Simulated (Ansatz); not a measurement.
Calculated with Ansatz (gas phase, PBE0-D4/def2-TZVP geometries, no zero-point term in ΔE). CBS: MP2 limit from def2 TZ/QZ plus the TZ coupled-cluster correction, frozen cores. This one scheme is used for every species. Functionals use def2-TZVPP. B3LYP here is the variant with VWN-RPA as its local correlation; programs differ in this. HSE06 is defined as in plane-wave codes. One conformer a species, not always the lowest.

`CC[SiH2]S` + PH₃ → `CC[SiH2]P` + H₂S  (ligand exchange at the Si–S bond)

```
             level  ΔE (kcal/mol)  difference from CCSD(T)/CBS
       LDA (SPW92)            8.1                         -1.1
            PBE-D4            8.1                         -1.1
         revPBE-D4            7.8                         -1.4
           BLYP-D4            8.8                         -0.4
         r2SCAN-D4            9.2                          0.0
            B97M-V            9.0                         -0.2
           PBE0-D4            8.5                         -0.7
          B3LYP-D4            9.2                          0.0
        r2SCANh-D4            9.2                          0.0
          HSE06-D4            8.5                         -0.7
          BHLYP-D4            9.9                          0.7
      CAM-B3LYP-D4            9.7                          0.5
           ωB97X-V            9.4                          0.2
           ωB97M-V            9.8                          0.6
            B2PLYP           10.1                          0.9
          PBE-QIDH            9.5                          0.3
               PBE            8.6                         -0.6
            revPBE            8.8                         -0.4
            r2SCAN            9.3                          0.1
              PBE0            9.0                         -0.2
             B3LYP           10.1                          0.9
           r2SCANh            9.4                          0.2
           r2SCAN0            9.5                          0.3
             HSE06            9.0                         -0.2
             BHLYP           10.6                          1.4
         CAM-B3LYP           10.2                          1.0
RPA@PBE/def2-TZVPP            9.2                          0.0
       HF/def2-SVP           10.9                          1.7
      MP2/def2-SVP            9.4                          0.2
  CCSD(T)/def2-SVP            8.9                         -0.3
     HF/def2-TZVPP           11.6                          2.4
    MP2/def2-TZVPP            9.9                          0.7
SCS-MP2/def2-TZVPP           10.2                          1.0
   CCSD/def2-TZVPP            9.5                          0.3
CCSD(T)/def2-TZVPP            9.3                          0.1
     HF/def2-QZVPP           11.6                          2.4
SCS-MP2/def2-QZVPP           10.2                          1.0
      HF/CBS(def2)           11.6                          2.4
     MP2/CBS(def2)            9.9                          0.7
    CCSD/CBS(def2)            9.5                          0.3
       CCSD(T)/CBS            9.2                            0
```

Largest T1 diagnostic among the species: 0.013.

In def2-TZVPP, CCSD(T) changes the Hartree–Fock value by −2.4 kcal/mol (the triples alone add −0.3 kcal/mol) and MP2 by −1.7 kcal/mol. Leaving LDA and LC-ωPBE aside and taking each functional with its dispersion term where it has one, the values spread over 2.3 kcal/mol, from revPBE-D4 to B2PLYP. From BLYP to BHLYP (50 % exact exchange), in def2-TZVPP and without D4, ΔE moves by +0.7 kcal/mol.
